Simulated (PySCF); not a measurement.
C₃H₁₂Si₃, SMILES [SiH3]C[C@H]1C[SiH2][SiH2]1. Atoms are numbered in the order given.

```xyz
18

Si     2.9206     0.2437    -0.4836
C      1.5125    -0.5061     0.5573
C      0.1432     0.1636     0.3659
C     -0.4470     0.1380    -1.0823
Si    -2.3138     0.3841    -0.6630
Si    -1.4143    -0.5371     1.2930
H      2.7157    -0.0003    -1.9550
H      4.2424    -0.3615    -0.0882
H      2.9864     1.7327    -0.2586
H      1.4481    -1.5912     0.3191
H      1.8259    -0.4484     1.6228
H      0.2095     1.2300     0.6847
H     -0.3285    -0.8789    -1.5190
H      0.0266     0.8527    -1.7881
H     -3.3184    -0.3044    -1.5474
H     -2.6777     1.8411    -0.5417
H     -1.4034    -2.0462     1.2746
H     -1.6745    -0.0686     2.7014
```
Charge 0, spin multiplicity 1.

Geometry: PBE-D3(BJ)/def2-SVP. The structure was generated by enumeration; whether it is a known compound was not checked. The values are those of a single conformer.

Two levels are set side by side: PBE/pcSseg-1 (PySCF) and PBE0/pcSseg-1 (PySCF). GIAO shifts against TMS (²⁹Si), TMS (¹H), TMS (¹³C) at the same level; non-relativistic, no solvent, atoms listed together averaged. Differences are taken from unrounded values.

```tsv
quantity	PBE0	PBE	PBE minus PBE0
δ(²⁹Si) of Si1 (ppm)	-66.5	-70.6	-4.1
δ(¹³C) of C2 (ppm)	22.7	25.2	2.5
δ(¹³C) of C3 (ppm)	30.9	35.0	4.1
δ(¹³C) of C4 (ppm)	22.8	25.2	2.3
δ(²⁹Si) of Si5 (ppm)	-62.1	-65.6	-3.5
δ(²⁹Si) of Si6 (ppm)	-35.7	-37.5	-1.8
δ(¹H) of H12 (ppm)	2.19	2.42	0.24
```

Rough cost on one machine, each run with all the roots and properties that it gave: PBE0 against PBE within a factor of 2.
